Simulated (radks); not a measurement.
The numbers below are computed, except where a source is named.
Q: Numerical settings for the niobium ion Nb+, [Kr] 4d4. Level of theory: scalar-relativistic Kohn-Sham, PBE, spin-polarised, spherical densities, finite nucleus; open shells are filled with parallel spins first (spin-orbit coupling, left out, can overturn this in heavy ions); Fermi nuclear charge, rms radius 4.324 fm (a radial shooting solver on a logarithmic mesh with Libxc functionals). The defaults (mesh step 0.008 in ln r, mesh end at 40 bohr or more with all orbitals vanishing there, Anderson mixing 0.5 over 9 steps, residual threshold near 1e-9 with the energy settled to 1e-9 hartree or 1e-11 of itself, here a cap of 52 iterations) give E = -3819.4140 hartree and 4d at -10.150 eV in 15 iterations. Times are rough (one thread of a shared host). One setting is changed at a time: mesh step in ln r 0.2; mesh step in ln r 0.003; mesh step in ln r 0.05; mesh end (bohr) 3; mesh end (bohr) 1; residual threshold 1e-13; residual threshold 0.1; mixing 0.2; linear mixing, mixing 1; linear mixing, mixing 0.05; mixing history 3; iteration cap 2. Which runs fail to converge, and which converge to a wrong energy?

A: Not converged within the cap: mesh step in ln r 0.2; residual threshold 1e-13; linear mixing, mixing 1; linear mixing, mixing 0.05; iteration cap 2. Settled on a wrong energy, with an occupied level pushed above zero by the early mesh end: mesh end (bohr) 3 (+0.967 hartree); mesh end (bohr) 1 (+167 hartree). Apart from these: no run marked as converged misses the energy by more than 1 mhartree.
